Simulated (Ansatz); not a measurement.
One change: `[SiH3][O][GaH][SH]` becomes `[SiH3][O][GaH][Br]`.

Ansatz, PBE0-D4/def2-TZVP geometries, multiplicity 1. Each molecule was computed in one conformer, which needn't be the lowest.

Scalar relativity is left out up to krypton.

```
                                        property  `[SiH3][O][GaH][SH]`
            HOMO–LUMO gap (PBE0/def2-TZVPP) / eV                  6.79
         HOMO–LUMO gap (ωB97M-V/def2-TZVPP) / eV                 10.67
              HOMO energy (PBE0/def2-TZVPP) / eV                 -7.88
             LUMO energy (B3LYP/def2-TZVPP) / eV                 -1.36
size of the dipole moment (B3LYP/def2-TZVPP) / D                  0.37
           HOMO–LUMO gap (B3LYP/def2-TZVPP) / eV                  6.27
```

Question: Give the same properties after the change, and the shifts. (Best estimate.)

Answer: Computed: 
| property | `[SiH3][O][GaH][Br]` | shift |
| --- | --- | --- |
| HOMO–LUMO gap (PBE0/def2-TZVPP) / eV | 7.11 | 0.32 |
| HOMO–LUMO gap (ωB97M-V/def2-TZVPP) / eV | 11.05 | 0.38 |
| HOMO energy (PBE0/def2-TZVPP) / eV | -8.57 | -0.69 |
| LUMO energy (B3LYP/def2-TZVPP) / eV | -1.73 | -0.37 |
| size of the dipole moment (B3LYP/def2-TZVPP) / D | 1.31 | 0.94 |
| HOMO–LUMO gap (B3LYP/def2-TZVPP) / eV | 6.57 | 0.30 |

With PBE0 the HOMO falls by 0.69 eV and the LUMO falls by 0.36 eV, so the gap widens by about 0.33 eV. PBE moves the HOMO by -0.59 eV and ωB97M-V by -0.73 eV. The zero-point energy changes by -22.8 kJ/mol with -3 modes. Dipoles are sizes alone; their direction can turn.

B3LYP here is the variant with VWN-RPA as its local correlation; programs differ in this.

Spin–orbit coupling is left out; it splits and shifts lone-pair levels of the heavy atoms by tenths of an eV.
